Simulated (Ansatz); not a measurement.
Reactions of CH9AlN2Si (`NC[SiH2][NH][AlH2]`).

Computed with Ansatz on PBE0-D4/def2-TZVP structures; ΔE is electronic, products minus reactants. CCSD(T)/CBS adds triple-zeta CCSD(T) − MP2 to the extrapolated MP2 energy (def2 sets, frozen cores). This one scheme is used for every species, atoms too. No spin–orbit coupling; open shells (•) take unrestricted orbitals. Spin–orbit coupling would lower the free atoms: a little for Al, C, Si. For Br outer-core shells are correlated without core-valence functions, so the limit isn't a true one: a few kJ/mol of doubt a bond, and 10 to 20 or more in all where bonds break to atoms. Scalar relativity is left out up to krypton. Each species was taken in one conformer, which may not be the lowest.

Problem. Order these by ΔE at CCSD(T)/CBS, lowest first. (An estimate is asked.)
A. `NC[SiH2][NH][AlH2]` → Al• + C• + 9 H• + 2 N• + Si•
B. `NC[SiH2][NH][AlH2]` + HBr → `[AlH2][NH][SiH2]Br` + CH₃NH₂
C. `NC[SiH2][NH][AlH2]` + `[NH2][AlH2]` → `NC[NH][AlH2]` + `[AlH2][NH][SiH3]`
D. `NC[SiH2][NH][AlH2]` + CH₃NH₂ → `CN[SiH2]CN` + `[NH2][AlH2]`
E. `NC[SiH2][NH][AlH2]` + `[SiH3]S` → `NC[SiH2]S[SiH3]` + `[NH2][AlH2]`
F. `NC[SiH2][NH][AlH2]` + `C[SiH2]C` → `C[SiH2][CH2][AlH2]` + `NC[SiH2]N`
G. `NC[SiH2][NH][AlH2]` + `OC[SiH](F)F` → `F[SiH](F)C[O][AlH2]` + `NC[SiH2]N`

Solution. B (-119.6 kJ/mol), G (-35.7 kJ/mol), E (-12.9 kJ/mol), D (+6.8 kJ/mol), C (+47.0 kJ/mol), F (+95.6 kJ/mol), A (+4654.6 kJ/mol).

Largest T1 diagnostic: 0.018, for Al•.
